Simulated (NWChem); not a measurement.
# Ionisation of C4H4N

```
C
C 1 1.3617
H 1 1.0893 2 128.48
H 2 1.0893 1 128.48 3 0.00
C 1 1.4580 3 126.50 2 180.00
N 5 1.3375 1 112.64 3 180.00
C 6 1.3375 5 104.68 1 0.00
H 5 1.0940 6 121.11 7 180.00
H 7 1.0940 6 121.11 5 180.00
```
Charge 0, spin multiplicity 2.

Everything below was run with NWChem. Structure: optimised with UPBE0/def2-SVP, a minimum by its harmonic frequencies.

Basis set: def2-SVPD. The species with one electron less has spin multiplicity 1 and keeps the geometry of the parent. Δ marks differences of total energies (open shells unrestricted). −ε marks an orbital energy of the parent. That orbital need not have the symmetry of the hole or added electron in the Δ rows. That singlet is a closed-shell solution.

The correlated methods keep 5 core orbitals frozen. B3LYP has NWChem's definition, with VWN1-RPA local correlation. The structure started from a generated list of species. The unpaired electrons of the parent sit in orbitals of symmetry a2 (C2v labels of the run); other states weren't searched. No SCF solution was tested for a lower state.

Question: Order these methods by the first vertical ionisation energy they give, lowest first: −ε(alpha HOMO) of PBE0, −ε(alpha HOMO) of BP86, ΔB2PLYP, evGW0@PBE, G0W0@B3LYP.

Answer: −ε(alpha HOMO) of BP86 (6.18 eV), −ε(alpha HOMO) of PBE0 (7.24 eV), evGW0@PBE (8.62 eV), G0W0@B3LYP (8.71 eV), ΔB2PLYP (9.26 eV)
